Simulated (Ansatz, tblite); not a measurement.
Removing and adding an electron: BaSe2. Total charge 0; singlet. Geometry: PBE0-D4/def2-TZVP. Ansatz, gas phase; energy differences of separate SCF runs; the oxidised species was run as a doublet alone; the reduced species was run as a doublet alone.

```tsv
atom	x (Å)	y (Å)	z (Å)
Ba1	0.399	-0.087	-1.675
Se2	0.325	-1.019	1.018
Se3	-0.724	1.106	0.657
```

In the def2 sets Ba takes a core potential; there is no spin–orbit coupling. The xTB rows come from tblite. Correlated methods freeze 18 core orbitals; core or outer-core shells of Ba, Se are correlated, in sets that lack core-valence functions. The structure comes from a short search, and lower isomers may exist.

```json
{"level": "GFN1-xTB", "−HOMO (eV)": "7.59", "vertical IE (eV)": "10.68", "−LUMO (eV)": "6.11", "vertical EA (eV)": "–", "HOMO–LUMO gap (eV)": "1.48", "IE − EA (eV)": "–", "remarks": "–"}
{"level": "GFN2-xTB", "−HOMO (eV)": "9.00", "vertical IE (eV)": "11.66", "−LUMO (eV)": "8.79", "vertical EA (eV)": "6.39", "HOMO–LUMO gap (eV)": "0.20", "IE − EA (eV)": "5.27", "remarks": "–"}
{"level": "HF/def2-TZVPP", "−HOMO (eV)": "–", "vertical IE (eV)": "5.34", "−LUMO (eV)": "–", "vertical EA (eV)": "–", "HOMO–LUMO gap (eV)": "–", "IE − EA (eV)": "–", "remarks": "–"}
{"level": "PBE-D4/def2-TZVP", "−HOMO (eV)": "3.50", "vertical IE (eV)": "6.12", "−LUMO (eV)": "2.31", "vertical EA (eV)": "–", "HOMO–LUMO gap (eV)": "1.19", "IE − EA (eV)": "–", "remarks": "–"}
{"level": "PBE-D4/def2-TZVPD", "−HOMO (eV)": "3.54", "vertical IE (eV)": "–", "−LUMO (eV)": "2.33", "vertical EA (eV)": "0.95", "HOMO–LUMO gap (eV)": "1.21", "IE − EA (eV)": "–", "remarks": "HOMO above zero (-1 doublet)"}
{"level": "r2SCAN-D4/def2-TZVP", "−HOMO (eV)": "3.59", "vertical IE (eV)": "6.13", "−LUMO (eV)": "1.79", "vertical EA (eV)": "–", "HOMO–LUMO gap (eV)": "1.80", "IE − EA (eV)": "–", "remarks": "–"}
{"level": "r2SCAN-D4/def2-TZVPD", "−HOMO (eV)": "3.61", "vertical IE (eV)": "–", "−LUMO (eV)": "1.79", "vertical EA (eV)": "0.93", "HOMO–LUMO gap (eV)": "1.83", "IE − EA (eV)": "–", "remarks": "HOMO above zero (-1 doublet)"}
{"level": "PBE0-D4/def2-TZVP", "−HOMO (eV)": "4.36", "vertical IE (eV)": "6.16", "−LUMO (eV)": "1.83", "vertical EA (eV)": "–", "HOMO–LUMO gap (eV)": "2.53", "IE − EA (eV)": "–", "remarks": "–"}
{"level": "PBE0-D4/def2-TZVPD", "−HOMO (eV)": "4.39", "vertical IE (eV)": "–", "−LUMO (eV)": "1.84", "vertical EA (eV)": "0.99", "HOMO–LUMO gap (eV)": "2.55", "IE − EA (eV)": "–", "remarks": "HOMO above zero (-1 doublet)"}
{"level": "MP2/def2-TZVPP", "−HOMO (eV)": "–", "vertical IE (eV)": "6.08", "−LUMO (eV)": "–", "vertical EA (eV)": "–", "HOMO–LUMO gap (eV)": "–", "IE − EA (eV)": "–", "remarks": "–"}
{"level": "CCSD/def2-TZVPP", "−HOMO (eV)": "–", "vertical IE (eV)": "5.99", "−LUMO (eV)": "–", "vertical EA (eV)": "–", "HOMO–LUMO gap (eV)": "–", "IE − EA (eV)": "–", "remarks": "–"}
{"level": "CCSD(T)/def2-TZVPP", "−HOMO (eV)": "–", "vertical IE (eV)": "6.01", "−LUMO (eV)": "–", "vertical EA (eV)": "–", "HOMO–LUMO gap (eV)": "–", "IE − EA (eV)": "–", "remarks": "–"}
```

   A HOMO above zero means that the electron is unbound at that level or that self-interaction error raises the level; the energy of removing that electron tells which. Raw xTB energy differences between charge states are shifted by several eV; the methods need an empirical correction for them.
